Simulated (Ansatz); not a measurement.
Pulling on the Sn1–Cl3 bond in ClHSn (SMILES [Cl][SnH]) (multiplicity 1 held, fragments rigid). Energies count from the point at 2.396 Å.
Geometry at that point (charge 0, multiplicity 1):
```
atom    x (Å)    y (Å)    z (Å)
----  -------  -------  -------
Sn    -0.3048  -0.3003   0.4177
H     -1.4223  -0.9435  -0.8190
Cl     0.9802   0.9387  -1.1802
```

Signs of static correlation in def2-SVP, from Ansatz (an electronic-structure program) runs.

```csv
R (Å),T1 of restricted CCSD,⟨S²⟩ of UHF,largest double amplitude of restricted CCSD
1.917,0.011,0.000,0.074
2.156,0.013,0.000,0.072
2.396,0.015,0.000,0.069
2.635,0.018,0.000,0.063
2.875,0.021,0.000,0.065
3.234,0.029,0.000,0.114
3.594,0.041,0.667,?
4.193,0.085,0.956,0.326
4.792,0.153,1.016,?
5.510,0.221,1.017,1.108
6.469,0.254,1.017,1.419
7.667,0.247,1.017,1.439
```

### Question
What belongs in the gaps?

### Answer

- 3.594, largest double amplitude of restricted CCSD: 0.169
- 4.792, largest double amplitude of restricted CCSD: 0.650

Doubts at one or more of the structures used: a restricted determinant that unrestricted orbitals would lower (R-CCSD(T)/def2-SVP); T1 above 0.05 (R-CCSD(T)/def2-SVP, U-CCSD(T)/def2-SVP); other coupled-cluster roots lie near (R-CCSD(T)/def2-SVP); a spin-contaminated determinant (U-CCSD(T)/def2-SVP); the program's own flag: lower state (U-CCSD(T)/def2-SVP).
